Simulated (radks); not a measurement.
Polarisability of the niobium ion Nb3+, [Kr] 4d2, at imaginary frequency. Calculated with a radial shooting solver on a logarithmic mesh with Libxc functionals: non-relativistic Kohn-Sham, LDA (Slater exchange, Perdew-Wang correlation), spin-unpolarised, spherical densities, point nucleus; relativity is left out, which matters for an element this heavy. Response by self-consistent Sternheimer equations with the Hartree and adiabatic LDA kernel.

w (hartree)  alpha1(iw) (bohr^3)
0.00266                    5.882
0.0143                     5.880
0.0360                     5.867
0.0697                     5.826
0.118                      5.726
0.186                      5.523
0.280                      5.174
0.413                      4.654
0.605                      3.971
0.892                      3.150
1.35                       2.232
2.12                       1.333
3.59                      0.6353
6.94                      0.2346
17.5                     0.05909

Static values: alpha1 = 5.882 bohr^3 (0.8717 angstrom^3; uncoupled 8.467). C6 = 25.66, triple-dipole C9 = 103.8 atomic units. One-pole (London) frequency 4 C6 / (3 alpha1^2) = 0.989 hartree, against 1.146 for minus the highest occupied eigenvalue. The dipole shielding factor is 0.927, as the force sum rule N/Z = 0.927 demands.
